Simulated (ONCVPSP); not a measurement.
## Zn (Z = 30): one change to an ONCV potential, before and after

```json
{"Element": "zinc", "Generator": "ONCVPSP 4.0.1", "Type": "optimised norm-conserving Vanderbilt (ONCV)", "Functional": "PBEsol", "Relativity": "fully relativistic", "Frozen core": "[Ne]", "Valence charge": "20", "Reference configuration": "3s2 3p6 3d10 4s2", "Partial waves": "3s+4s: rc 1.15 bohr, ncon 5, nbas 8, qcut 10.8 1/bohr, 2 projectors; 3p: rc 0.95 bohr, ncon 4, nbas 7, qcut 14.8 1/bohr, 1 projector; 3d: rc 0.90 bohr, ncon 3, nbas 8, qcut 20.4 1/bohr, 2 projectors, debl 1 Ha", "Local potential": "polynomial inside 0.85 bohr (lpopt 5, dvloc0 3 Ha)", "Core correction": "none"}
```

Open shells are filled in proportion to 2j + 1.

Change: s: qcut 6.9.

Cutoffs: the cutoffs (Ha) at which the residual kinetic energy of the hardest occupied pseudo-wave falls to 1 and 0.1 mHa per electron; they do not see the model core or the augmentation charge, which bear on the density cutoff. Errors are all-electron minus pseudo energies relative to the spin-unpolarised reference configuration.

Q: What does the change do?

A: The potential gets neither clearly harder nor softer (137 Ha and 157 Ha → 137 Ha and 157 Ha); the d channel sets the loose cutoff, while the largest relative change is in s, which becomes harder; of the 4 tests that both files solve, the error grows in 1 and shrinks in 0 by more than 15 % and 0.3 meV (median size 2.4 → 2.7 meV); neither file shows a bound ghost.

```tsv
quantity	base	changed
cutoff, loose	137 Ha	137 Ha
cutoff, tight	157 Ha	157 Ha
loose cutoff by channel	s 48 Ha, p 51 Ha, d 137 Ha	s 102 Ha, p 51 Ha, d 137 Ha
bound ghosts	none	none
GHOST(+) flags under 300 eV	none	none
error for 3s2 3p6 3d10 4s1, meV [ΔE 9.90 eV]	+0.9	+0.9
error for 3s2 3p6 3d10 4s0, meV [ΔE 28.25 eV]	+3.9	+4.5
error for 3s2 3p6 3d9 4s0, meV [ΔE 68.76 eV]	+0.5	-0.3
error for 3s2 3p5 3d10 4s2, meV [ΔE 91.92 eV]	+38	+38
s: phases at 1.17 bohr within 0.05 rad from the reference energy up to (Ha; the scan ends near 5)	to the end of the scan	to the end of the scan
p3/2: phases at 0.96 bohr within 0.05 rad from the reference energy up to (Ha; the scan ends near 5)	to the end of the scan	to the end of the scan
p1/2: phases at 0.96 bohr within 0.05 rad from the reference energy up to (Ha; the scan ends near 5)	to the end of the scan	to the end of the scan
d5/2: phases at 0.91 bohr within 0.05 rad from the reference energy up to (Ha; the scan ends near 5)	to the end of the scan	to the end of the scan
d3/2: phases at 0.91 bohr within 0.05 rad from the reference energy up to (Ha; the scan ends near 5)	to the end of the scan	to the end of the scan
```
